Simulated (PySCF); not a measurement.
Polarisability and C₆ of Se²⁺ (selenium, charge +2)

[Ar] 3d10 4s2 4p2, high-spin 3P determinant. Computed with PySCF 2.14 in aug-cc-pwCVTZ-PP with ECP10MDF (8s7p6d4f1g, 96 functions), with a scalar-relativistic core potential. Coupled (time-dependent) response in atomic units; α is the mean over directions.

```json
{"method": "UHF", "mean α (bohr³)": "9.583", "α xx, yy, zz": "9.628, 9.560, 9.560", "C₆ (like pair)": "45.36", "S(−4)": "25.90"}
{"method": "PBE", "mean α (bohr³)": "9.368", "α xx, yy, zz": "9.216, 9.444, 9.444", "C₆ (like pair)": "44.13", "S(−4)": "23.90"}
{"method": "PBE0", "mean α (bohr³)": "9.368", "α xx, yy, zz": "9.291, 9.406, 9.406", "C₆ (like pair)": "44.13", "S(−4)": "23.89"}
{"method": "wB97X-V", "mean α (bohr³)": "9.408", "α xx, yy, zz": "9.359, 9.433, 9.433", "C₆ (like pair)": "44.38", "S(−4)": "24.17"}
```

S(−4) is the Cauchy moment in α(ω) = α(0) + S(−4) ω² + …

Spin-orbit coupling is absent.

α(iu) at UHF:

```json
{"u (hartree)": "0", "α(iu) (bohr³)": "9.583"}
{"u (hartree)": "0.0500", "α(iu) (bohr³)": "9.518"}
{"u (hartree)": "0.100", "α(iu) (bohr³)": "9.332"}
{"u (hartree)": "0.200", "α(iu) (bohr³)": "8.664"}
{"u (hartree)": "0.300", "α(iu) (bohr³)": "7.764"}
{"u (hartree)": "0.500", "α(iu) (bohr³)": "5.890"}
{"u (hartree)": "0.750", "α(iu) (bohr³)": "4.087"}
{"u (hartree)": "1.00", "α(iu) (bohr³)": "2.926"}
{"u (hartree)": "1.50", "α(iu) (bohr³)": "1.708"}
{"u (hartree)": "2.00", "α(iu) (bohr³)": "1.145"}
{"u (hartree)": "3.00", "α(iu) (bohr³)": "0.6579"}
{"u (hartree)": "5.00", "α(iu) (bohr³)": "0.3352"}
```

For an ion, C₆ is the dispersion term alone; charge-induced terms of lower order in 1/R come first.

The components differ because the open shell of this determinant is not spherical; for a pure term their mean is the scalar polarisability.

Energies and moments cover only the electrons outside the core potential.
